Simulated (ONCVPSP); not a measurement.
**Os, ONCV: configuration errors across variants**

```json
{
 "Element": "osmium",
 "Generator": "ONCVPSP 4.0.1",
 "Type": "optimised norm-conserving Vanderbilt (ONCV)",
 "Functional": "PBEsol",
 "Relativity": "fully relativistic",
 "Frozen core": "[Kr] 4d10 4f14",
 "Valence charge": "16",
 "Reference configuration": "5s2 5p6 5d6 6s1 (charge +1)",
 "Partial waves": "5s+6s: rc 1.60 bohr, ncon 3, nbas 6, qcut 7 1/bohr, 2 projectors; 5p: rc 1.50 bohr, ncon 4, nbas 8, qcut 8.2 1/bohr, 1 projector; 5d: rc 2.45 bohr, ncon 3, nbas 8, qcut 6.9 1/bohr, 2 projectors, debl 1.7 Ha",
 "Local potential": "polynomial inside 1.00 bohr (lpopt 5, dvloc0 6 Ha)",
 "Core correction": "none"
}
```

Open shells are filled in proportion to 2j + 1.

All-electron excitation energies from the reference (eV): (1) 5s2 5p6 5d6 6s2 -9.632; (2) 5s2 5p6 5d6 6s0 16.944; (3) 5s2 5p6 5d5 6s0 45.817; (4) 5s2 5p6 5d6 6s0 6p2 0.809.

2 further variants failed, have other tests or another functional or relativity, and are left out.

Errors AE − PS in meV (a dash: test not solved or not reliable):

```csv
change,(1),(2),(3),(4),bound ghosts,GHOST(+) flags above zero
base,-0.4,-0.3,+4.6,+201,none,s
"core correction Teter function, fcfact 4.25, rcfact 1.15",-0.8,-1.2,+4.1,+201,none,s
"local potential polynomial inside 1.00 bohr (lpopt 5, dvloc0 8.5 Ha)",-0.4,-0.3,+4.5,+180,none,s
```

(1) Give the same row for: s: qcut 6.2; p: qcut 7.3; d: qcut 6.1.

## Answers

(1) -0.2, -0.8, +10, +238; bound ghosts: none; GHOST(+) flags above zero: s.
